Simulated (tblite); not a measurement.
C₆H₁₀O₂Si.
Cartesian coordinates in Å at the GFN2-xTB level; atoms count from 1:
```
atom  x, y, z in Å
C1    -3.007    0.070   -0.888
C2    -1.909   -0.009   -0.417
C3    -0.596   -0.145    0.166
C4    -0.424   -1.518    0.817
Si5    0.718    0.133   -1.242
C6     2.449   -0.073   -0.500
C7    -0.324    0.949    1.144
O8     0.383    0.855    2.117
O9    -0.884    2.118    0.787
H10   -3.968    0.153   -1.300
H11   -0.423   -2.302    0.063
H12    0.511   -1.547    1.371
H13   -1.239   -1.710    1.513
H14    0.504    1.476   -1.787
H15    0.425   -0.893   -2.249
H16    2.551    0.489    0.426
H17    3.213    0.276   -1.188
H18    2.665   -1.114   -0.274
H19   -0.652    2.803    1.432
```

Computed with GFN2-xTB (tblite): harmonic, unscaled wavenumbers at the GFN2-xTB geometry, gas phase. This tight-binding method is rough: wavenumbers can miss measured ones by several per cent, in bad cases by 10 to 20. Modes of hydrogen on silicon can be 10 to 20 % off. One conformer, not necessarily the lowest.

Harmonic wavenumbers (cm⁻¹): 38.2, 64.6, 95.6, 115.8, 125.2, 150.6, 172.4, 183.9, 251.7, 257.6, 371.9, 394.9, 455.0, 479.0, 519.3, 558.5, 591.2, 611.9, 655.5, 665.1, 677.5, 717.1, 759.7, 770.3, 823.5, 841.0, 854.4, 950.7, 1083.0, 1101.4, 1147.8, 1193.3, 1248.4, 1369.7, 1405.0, 1469.5, 1474.7, 1486.3, 1499.9, 1759.3, 2242.3, 2263.5, 2281.7, 3015.2, 3030.9, 3032.6, 3033.0, 3045.5, 3046.9, 3398.7, 3453.8.

A = 1616, B = 1240, C = 1002 MHz; mass 142.045 u (most abundant isotopes); point group C1, symmetry number 1.

Q: Zero-point energy?

A: Half the sum of the wavenumbers: 30617 cm⁻¹ = 87.54 kcal/mol.

Q: Entropy at 500 K, 1 bar (ideal gas, RRHO, classical rotation)?

A: Translation 43.36, rotation 31.00, vibration 62.42: S = 136.8 cal/(mol K).

Q: And Cp and H(500 K) − H(0)?

A: Cp = 62.69 cal/(mol K), of which vibrations give 54.74 (their classical limit is 51 R = 101.3); H(500 K) − H(0) = 19.41 kcal/mol without the zero-point energy, 15.44 from vibrations.

Q: Which modes carry the vibrational entropy at 500 K?

A: 38.2 cm⁻¹: 6.38; 64.6 cm⁻¹: 5.33; 95.6 cm⁻¹: 4.56; 115.8 cm⁻¹: 4.18; 125.2 cm⁻¹: 4.03; 150.6 cm⁻¹: 3.66 cal/(mol K); the other 45 give 34.28 together.

Q: Blend soft modes into free rotors: weight 1/[1 + (100 cm⁻¹/ν̃)⁴] for the oscillator and the rest for a rotor with moment μB/(μ + B), μ = h/(8π²ν), B = 10⁻⁴⁴ kg m². What vibrational entropy results?

A: 57.66 cal/(mol K) in place of 62.42, which changes −T·S at 500 K by +2.38 kcal/mol.

Hindered rotation and anharmonicity are outside this model. Other conformers, if any are populated, would add a mixing term that is left out. The structure is chiral; the term R ln 2 for an equal mix with its mirror image is left out.

On Intel Xeon at 2.50 GHz, one thread, shared host, this took 2.0 s of wall time. The figure is for the frequency step alone.
